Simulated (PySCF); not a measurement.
**Polarisability and C₆ of Si⁺ (silicon, charge +1)**

[Ne] 3s2 3p1, 2P determinant. Computed with PySCF 2.14 in aug-cc-pwCVTZ (8s7p5d3f, 75 functions), with the non-relativistic Hamiltonian (point nucleus). Coupled (time-dependent) response in atomic units; α is the mean over directions.

| method | mean α (bohr³) | α xx, yy, zz | C₆ (like pair) | S(−4) |
| --- | --- | --- | --- | --- |
| UHF | 19.66 | 19.20, 20.57, 19.20 | 106.0 | 157.5 |
| PBE | 19.15 | 18.48, 20.49, 18.48 | 101.2 | 151.3 |
| PBE0 | 19.13 | 18.56, 20.25, 18.56 | 101.3 | 149.2 |
| B3LYP | 19.01 | 18.34, 20.36, 18.34 | 100.2 | 148.6 |
| BLYP | 19.09 | 18.31, 20.66, 18.31 | 100.4 | 151.9 |

S(−4) is the Cauchy moment in α(ω) = α(0) + S(−4) ω² + …

α(iu) at UHF:

```tsv
u (hartree)	α(iu) (bohr³)
0	19.66
0.0500	19.27
0.100	18.21
0.200	14.98
0.300	11.62
0.500	6.850
0.750	3.884
1.00	2.472
1.50	1.277
2.00	0.8058
3.00	0.4349
5.00	0.2094
```

A single London oscillator, α(iu) = α/(1 + u²/ω²), gives C₆ = (3/4) ω α². Matching the computed C₆ needs ω = 4 × 106.0 / (3 × 19.66²) = 0.366 hartree.

For an ion, C₆ is the dispersion term alone; charge-induced terms of lower order in 1/R come first.

The components differ because the open shell of this determinant is not spherical; for a pure term their mean is the scalar polarisability.
